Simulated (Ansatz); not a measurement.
Isomers of Li$_{7}$ (doublet), relaxed with PBE/def2-TZVP; total energies from Ansatz at B2PLYP/def2-TZVP.

| isomer | description | energy (Eh) |
| --- | --- | --- |
| A | point group D5h; 16 × Li–Li 2.87 to 3.04 Å | -52.54872 |
| B | point group C3v; 15 × Li–Li 2.85 to 3.03 Å | -52.54367 |

Correlated methods freeze no core orbitals; core or outer-core shells of Li are correlated, in sets that lack core-valence functions.

The isomers come from a short search, and lower ones may exist.

Question: Work out the relative energies (1 Eh = 2625.5 kJ/mol) and the Boltzmann populations at 800 K from electronic energies alone (R = 8.314 J/mol/K).

Answer: ΔE: A 0.0, B 13.3 kJ/mol. RT = 6.65 kJ/mol. Factors exp(−ΔE/RT): A 1, B 0.135; sum 1.135. Populations: A 88.1 %, B 11.9 %. Zero-point energy, vibrational entropy and symmetry numbers are left out and can shift these; an error of 4 kJ/mol changes a ratio by a factor of 1.8. Over the other density-functional and correlated levels in def2 sets, the gap between A and B ranges from 7 to 16 kJ/mol.
